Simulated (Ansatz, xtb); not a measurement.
# C4H5BOS: which of two isomers lies lower

Structure a is `Bc1ccc(S)o1`, a singlet and structure b is `Bc1ccoc1S`, a singlet. Both are isolated molecules in the gas phase, relaxed with r2SCAN-D4/def2-SVP; the shapes shown needn't be the lowest conformers.

a (Å):

```yaml
atoms:
  - { symbol: C, position_ang: [-1.2750, -0.2954, 1.2206] }
  - { symbol: C, position_ang: [-0.5454, -1.4818, 1.2075] }
  - { symbol: C, position_ang: [-0.5500, -2.0059, -0.1008] }
  - { symbol: C, position_ang: [-1.2958, -1.1011, -0.8441] }
  - { symbol: B, position_ang: [-1.6141, 0.6950, 2.3033] }
  - { symbol: O, position_ang: [-1.7308, -0.0914, -0.0926] }
  - { symbol: S, position_ang: [-1.7055, -1.1270, -2.5385] }
  - { symbol: H, position_ang: [-1.2007, 0.4780, 3.4169] }
  - { symbol: H, position_ang: [-2.2775, 1.6736, 2.0648] }
  - { symbol: H, position_ang: [-0.0593, -1.9130, 2.0827] }
  - { symbol: H, position_ang: [-0.0809, -2.9155, -0.4709] }
  - { symbol: H, position_ang: [-2.4054, 0.0279, -2.4865] }
```

b (Å):

| atom | x (Å) | y (Å) | z (Å) |
| --- | --- | --- | --- |
| C | -1.1935 | -0.6079 | 0.8508 |
| C | -0.9362 | -2.0383 | 0.8495 |
| C | -1.0381 | -2.4774 | -0.4281 |
| C | -1.4368 | -0.3237 | -0.4997 |
| B | -1.2028 | 0.3609 | 2.0137 |
| O | -1.3473 | -1.4209 | -1.2633 |
| S | -1.8228 | 1.1351 | -1.3654 |
| H | -1.4402 | 1.5377 | 1.8342 |
| H | -0.9748 | -0.0167 | 3.1382 |
| H | -0.7031 | -2.6411 | 1.7262 |
| H | -0.9352 | -3.4386 | -0.9245 |
| H | -1.7993 | 1.8904 | -0.2433 |

Quicker runs give these differences E(b) − E(a): GFN2-xTB +2.20 kcal/mol; HF/STO-3G +2.70 kcal/mol (at GFN2-xTB geometries); r2SCAN-D4/def2-SVP//GFN2-xTB +3.65 kcal/mol.

Estimate E(b) − E(a) at the level CCSD(T)/def2-SVP + ΔMP2/def2-TZVPP.

Too close to call at this level: CCSD(T)/def2-SVP + ΔMP2/def2-TZVPP gives E(b) − E(a) = +1.51 kcal/mol.

Level by level:

```
                             level            geometry  E(b) − E(a) (kcal/mol)  departure from the last row (kcal/mol)  job, with rough time for the two
                          GFN2-xTB            GFN2-xTB                     +2.20                                   +0.69              optimisation, 0.38 s
                         HF/STO-3G            GFN2-xTB                     +2.70                                   +1.19              single point, 0.48 s
      r2SCAN-D4/def2-SVP//GFN2-xTB            GFN2-xTB                     +3.65                                   +2.14               single point, 3.2 s
                r2SCAN-D4/def2-SVP  r2SCAN-D4/def2-SVP                     +3.43                                   +1.92                optimisation, 33 s
                       HF/def2-SVP  r2SCAN-D4/def2-SVP                     +2.09                                   +0.58           part of the CCSD(T) run
                      MP2/def2-SVP  r2SCAN-D4/def2-SVP                     +2.22                                   +0.71           part of the CCSD(T) run
                  CCSD(T)/def2-SVP  r2SCAN-D4/def2-SVP                     +1.68                                   +0.17                      single point
CCSD(T)/def2-SVP + ΔMP2/def2-TZVPP  r2SCAN-D4/def2-SVP                     +1.51                                                        single point, 56 s
```

As drawn, both hold the same kinds of bond in the same numbers.

The largest departure from CCSD(T)/def2-SVP + ΔMP2/def2-TZVPP is that of r2SCAN-D4/def2-SVP//GFN2-xTB, 2.14 kcal/mol. The last row adds to CCSD(T) the change of the MP2 difference between the two basis sets, here −0.17 kcal/mol.

With thermal terms from frequencies at re-optimised GFN2-xTB minima (ideal gas, soft modes damped towards free rotors, one conformer each, 298.15 K, 1 atm): the zero-point term adds +0.04 kcal/mol; ΔH is +1.48 and ΔG +1.67 kcal/mol.

The correlated steps freeze 11 core orbitals. Programs: Ansatz 0.2.0, xtb 6.7.1; the last row on 2 threads of Intel(R) Xeon(R) Platinum 8488C (Sapphire Rapids) on a shared host.
